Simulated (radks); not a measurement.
Sc IV, 18 electrons, occupied as [Ar]. Method: scalar-relativistic Kohn-Sham, r2SCAN, spin-polarised, spherical densities, finite nucleus; meta-GGA in the generalised Kohn-Sham scheme; Fermi nuclear charge, rms radius 3.5459 fm; computed with a radial shooting solver on a logarithmic mesh with Libxc functionals.

Unscreened Slater integrals over Kohn-Sham orbitals (hartree). They are taken over the spin-up orbitals.

F0(3p,3p): 0.79905
F2(3p,3p): 0.40477
F0(3p,3s): 0.82391
G1(3p,3s): 0.55063
F0(3p,2p): 1.0819
F2(3p,2p): 0.20667
G0(3p,2p): 0.081460
G2(3p,2p): 0.083852
F0(3s,3s): 0.85152
F0(3s,2p): 1.1291
G1(3s,2p): 0.090252
F0(2p,2p): 2.9774
F2(2p,2p): 1.3947
